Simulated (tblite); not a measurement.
C5H8B (doublet state).
Bonds: C1–C2, C2–C3 (triple), C3–B4, B4–C5, B4–C6. Hydrogens: H7, H8 on C1; H9, H10, H11 on C5; H12, H13, H14 on C6.
Bond orders are those of one Lewis drawing.

Computed with GFN2-xTB (tblite), gas phase: L-BFGS steps from a force-field or distance-geometry start until the largest atomic force falls under 0.01 eV/Å.

Step 29: E = -432.2249 eV
```
atom  x, y, z in Å  |  force x, y, z in eV/Å
C1      3.2093   -0.0939   -0.6072    0.013   0.007   0.003
C2      1.9356   -0.0304   -0.2028   -0.021   0.002  -0.023
C3      0.7511    0.0267    0.1534   -0.007  -0.070  -0.012
B4     -0.6878    0.0373    0.5144   -0.037   0.037   0.037
C5     -1.3473   -1.2702    1.1264   -0.003   0.017  -0.007
C6     -1.5457    1.3511    0.2834   -0.011  -0.001  -0.014
H7      3.6176   -1.0129   -0.9893    0.038  -0.019  -0.007
H8      3.8498    0.7688   -0.5662    0.043   0.027   0.003
H9     -0.7715   -1.6664    1.9620   -0.024   0.010  -0.017
H10    -2.3708   -1.1149    1.4593    0.022  -0.017   0.020
H11    -1.3633   -2.0566    0.3711    0.001   0.010   0.009
H12    -2.5864    1.1301    0.0560    0.005   0.027   0.017
H13    -1.1523    1.9902   -0.5049   -0.009  -0.002   0.026
H14    -1.5389    1.9406    1.2023   -0.011  -0.029  -0.035
```

Step 30: E = -432.2256 eV
```
atom  x, y, z in Å  |  force x, y, z in eV/Å
C1      3.2092   -0.0923   -0.6049    0.002   0.006   0.000
C2      1.9332   -0.0308   -0.2084   -0.033   0.001  -0.015
C3      0.7468    0.0203    0.1426    0.000  -0.056  -0.014
B4     -0.6908    0.0346    0.5075   -0.028   0.031   0.051
C5     -1.3470   -1.2712    1.1270   -0.011   0.011  -0.003
C6     -1.5445    1.3518    0.2819   -0.018   0.002  -0.003
H7      3.6201   -1.0101   -0.9845    0.052  -0.050  -0.019
H8      3.8485    0.7701   -0.5618    0.055   0.053   0.008
H9     -0.7683   -1.6653    1.9620   -0.022   0.020  -0.027
H10    -2.3687   -1.1147    1.4647    0.016  -0.018   0.016
H11    -1.3662   -2.0604    0.3746   -0.001   0.014   0.011
H12    -2.5867    1.1364    0.0567    0.001   0.018  -0.004
H13    -1.1488    1.9937   -0.5028   -0.016  -0.007   0.021
H14    -1.5374    1.9375    1.2030    0.004  -0.026  -0.022
```

Step 31: E = -432.2263 eV
```
atom  x, y, z in Å  |  force x, y, z in eV/Å
C1      3.2090   -0.0900   -0.6032   -0.005   0.002   0.002
C2      1.9298   -0.0313   -0.2162   -0.032  -0.001  -0.010
C3      0.7414    0.0115    0.1290    0.007  -0.032  -0.016
B4     -0.6950    0.0318    0.5003   -0.005   0.011   0.049
C5     -1.3470   -1.2721    1.1275   -0.019   0.005   0.004
C6     -1.5436    1.3525    0.2802   -0.020   0.003   0.010
H7      3.6243   -1.0075   -0.9783    0.056  -0.057  -0.024
H8      3.8477    0.7725   -0.5555    0.047   0.058   0.009
H9     -0.7642   -1.6630    1.9614   -0.013   0.024  -0.030
H10    -2.3660   -1.1149    1.4719   -0.001  -0.017   0.012
H11    -1.3702   -2.0654    0.3794   -0.002   0.020   0.009
H12    -2.5874    1.1449    0.0571   -0.008   0.005  -0.026
H13    -1.1445    1.9976   -0.4997   -0.021  -0.007   0.007
H14    -1.5352    1.9328    1.2039    0.017  -0.013   0.003
```

**Question.** Estimate the geometry and energy of step 32. (The exact step hangs on the optimiser's Hessian estimate; all steps are aligned on step 31, rigid shifts and turns removed.)

**Answer.** E = -432.2269 eV, largest force 0.058 eV/Å
```
atom  x, y, z in Å  |  force x, y, z in eV/Å
C1      3.2089   -0.0878   -0.6031    0.000  -0.006   0.008
C2      1.9267   -0.0317   -0.2235   -0.015  -0.003  -0.011
C3      0.7367    0.0037    0.1172    0.007  -0.007  -0.014
B4     -0.6984    0.0298    0.4956    0.015  -0.011   0.027
C5     -1.3474   -1.2728    1.1278   -0.024   0.003   0.010
C6     -1.5433    1.3531    0.2791   -0.013   0.000   0.017
H7      3.6290   -1.0063   -0.9727    0.045  -0.031  -0.019
H8      3.8477    0.7754   -0.5492    0.021   0.034   0.004
H9     -0.7607   -1.6602    1.9601   -0.001   0.019  -0.021
H10    -2.3638   -1.1154    1.4782   -0.020  -0.013   0.010
H11    -1.3740   -2.0696    0.3836   -0.002   0.024   0.004
H12    -2.5883    1.1523    0.0565   -0.012  -0.007  -0.036
H13    -1.1411    2.0003   -0.4969   -0.022  -0.004  -0.005
H14    -1.5328    1.9287    1.2050    0.020   0.001   0.024
```

The energy changes by -0.0006 eV. The first-order estimate −F·Δx gives -0.0008 eV and the mean of the old and new forces, exact on a quadratic surface, -0.0006 eV. The step makes an angle of 78° with the force vector and moves no atom by more than 0.015 Å.

The cost below is that of the whole relaxation. Time: 0.27 s of wall time. Hardware: an Arm Neoverse V2 with one thread, shared host with 96 logical CPUs at a one-minute load of 35.
